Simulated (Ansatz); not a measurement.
Relaxation of GaH3O2 (6 atoms, charge 0, multiplicity 1), to a largest force component of 0.03 eV/Å in at most 50 steps.

Level of theory: RKS PBE-D4/def2-SVP (Ansatz).

```xyz
6
Properties=species:S:1:pos:R:3
Ga -0.001 0.575 -1.262
O 1.096 0.150 1.469
H 0.147 -0.113 1.375
H 1.493 -0.491 0.826
O -1.033 -0.435 -0.082
H -1.907 -0.814 -0.294
```

**Question.** Where does it end, and by what steps?

**Answer.** The forces met the threshold. After 8 steps the energy has fallen by 0.238 eV; O2 moved furthest, 0.38 Å.

```
step  energy less start (eV)  largest force component (eV/Å)  accepted
   0                  0.0000                           0.827       yes
   1                 -0.0184                           2.567       yes
   2                 -0.0614                           2.701       yes
   3                 -0.1755                           1.348       yes
   4                 -0.2238                           0.285       yes
   5                 -0.2282                           0.316       yes
   6                 -0.2367                           0.100       yes
   7                 -0.2381                           0.041       yes
   8                 -0.2385                           0.026       yes
```

```xyz
6
Properties=species:S:1:pos:R:3
Ga 0.092 0.608 -1.035
O 0.982 0.231 1.120
H 0.113 -0.277 1.146
H 1.674 -0.458 1.106
O -1.076 -0.506 -0.023
H -1.989 -0.725 -0.281
```

The run took 16 s on 1 thread of Arm Neoverse V1, on a shared host, peak memory 0.13 GiB.
